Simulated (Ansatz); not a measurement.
`FBC[SiH3]` + H–F → `FBF` + `C[SiH3]` at 700 K and 1 bar (ligand exchange at a B–C bond).

Computed with Ansatz on PBE0-D4/def2-TZVP structures; ΔE is electronic, products minus reactants. CBS: MP2 limit from def2 TZ/QZ plus the TZ coupled-cluster correction, frozen cores. This one scheme is used for every species. Each species was taken in one conformer, which may not be the lowest.

```json
{"species": "`FBC[SiH3]`", "CCSD(T)/CBS energy (Eh)": "-455.38583", "H − E (kJ/mol)": "247.8", "S (J/(mol·K))": "431.3"}
{"species": "H–F", "CCSD(T)/CBS energy (Eh)": "-100.39570", "H − E (kJ/mol)": "45.2", "S (J/(mol·K))": "198.5"}
{"species": "`FBF`", "CCSD(T)/CBS energy (Eh)": "-225.09427", "H − E (kJ/mol)": "79.5", "S (J/(mol·K))": "289.3"}
{"species": "`C[SiH3]`", "CCSD(T)/CBS energy (Eh)": "-330.73916", "H − E (kJ/mol)": "210.8", "S (J/(mol·K))": "332.0"}
```

H − E and S are ideal-gas, rigid-rotor, harmonic terms from PBE0-D4/def2-TZVP, for one conformer and one mirror image of each species. 1 Eh = 2625.50 kJ/mol, R = 8.31446 J/(mol·K).

Q: By hand: ΔE, ΔH, ΔS and ΔG.

A: ΔE = (-225.09427) + (-330.73916) − (-455.38583) − (-100.39570) = -0.05190 Eh = -136.3 kJ/mol. Δ(H − E) = 79.5 + 210.8 − 247.8 − 45.2 = -2.7, so ΔH = -139.0 kJ/mol. ΔS = 289.3 + 332.0 − 431.3 − 198.5 = -8.5 J/(mol·K). ΔG = -139.0 − 700 × (-8.5)/1000 = -133.1 kJ/mol.

Q: By hand: the equilibrium constant, and the temperature at which ΔG would vanish if ΔH and ΔS stayed fixed.

A: log₁₀ K = −ΔG/(RT ln 10) = 9.9. ΔG = 0 at ΔH/ΔS = 16353 K, far beyond where these terms or the molecules hold.

The number of gas molecules stays the same, so ΔS is small and ΔH decides. A doubt of 5 kJ/mol in ΔE shifts log₁₀ K by 0.4 here. Other conformers and mirror images would add mixing entropy, several J/(mol·K) or more a flexible species. These are equilibria of isolated gas molecules and say nothing of rates. Largest T1 diagnostic: 0.013 (customary marks: 0.02 for closed shells, 0.045 for open ones).
